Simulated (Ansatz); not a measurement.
Coupled-cluster diagnostics for Cu(NH3)I (CuINH₃), Ansatz.

Geometry of the singlet (PBE-D4/def2-TZVP):

Cartesian coordinates in Å:
```
Cu 0.297 -1.051 -0.031
N -0.234 0.827 0.024
H -0.986 1.027 -0.643
H 0.548 1.447 -0.205
H -0.573 1.096 0.954
I 0.948 -3.345 -0.099
```

In the def2 sets I takes a core potential; there is no spin–orbit coupling. Correlated methods freeze 14 core orbitals; core or outer-core shells of I are correlated, in sets that lack core-valence functions.

Problem. Estimate the CCSD(T) correlation energy, the shares of MP2 and (T), T1 and the reference's ⟨S²⟩ for: charge 0, singlet, own geometry in def2-TZVPP; and the rough time on 4 threads of Arm Neoverse V2 on a shared host.

Solution. 
| state | basis | correlation (eV) | MP2 share (%) | (T) share (%) | T1 | ⟨S²⟩ (pure) | wall time |
| --- | --- | --- | --- | --- | --- | --- | --- |
| charge 0, singlet, own geometry | def2-TZVPP | -32.687 | 104.3 | 3.3 | 0.019 | 0.00 (0.00) | 69 s |
Customary marks for T1 are 0.02 (closed shells), 0.045 (open shells) and about 0.05 (3d metals). T1 stays under 0.02 throughout.
